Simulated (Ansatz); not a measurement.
B2H6OSi (`BB[SiH2]O`). Charge 0, multiplicity 1.

| atom | x (Å) | y (Å) | z (Å) |
| --- | --- | --- | --- |
| B1 | 0.983 | 0.232 | 0.976 |
| B2 | -0.319 | -0.384 | 1.234 |
| Si3 | -0.344 | 0.253 | -0.836 |
| O4 | -0.153 | -1.150 | -1.676 |
| H5 | 1.983 | 0.820 | 0.778 |
| H6 | 0.025 | 0.831 | 1.696 |
| H7 | -1.367 | -0.833 | 1.532 |
| H8 | 0.471 | 1.352 | -1.420 |
| H9 | -1.766 | 0.653 | -0.959 |
| H10 | 0.487 | -1.773 | -1.327 |

What are the harmonic wavenumbers in cm⁻¹ at PBE0-D4/def2-TZVP (Ansatz, finite differences of forces, unscaled)? (An estimate is asked.)

Ansatz gave: 64, 146, 204, 230, 442, 478, 614, 651, 699, 739, 746, 781, 815, 882, 922, 968, 1351, 1372, 2099, 2211, 2240, 2777, 2819, 3918.

Is this a minimum?

Yes, all 24 modes are real.

Give the ideal-gas thermochemistry at 298.15 K and 1 bar (rigid rotor, harmonic oscillator; point group C1, symmetry number 1).

Zero-point energy 168.5 kJ/mol; H(298) − E = 188.8 kJ/mol; entropy 329.6 J/(mol·K), of which translation 162.2, rotation 104.6, vibration 62.9; G(298) − E = 90.5 kJ/mol. Modes under 100 cm⁻¹ are hindered rotations or soft bends, so the harmonic entropy is rough.

And at 400, 500, 600, 800 and 1000 K?


```csv
T (K),H − E (kJ/mol),S (J/mol/K),G − E (kJ/mol)
400,200.7,363.9,55.2
500,214.3,394.1,17.2
600,229.2,421.4,-23.6
800,262.3,468.8,-112.7
1000,298.4,509.1,-210.6
```
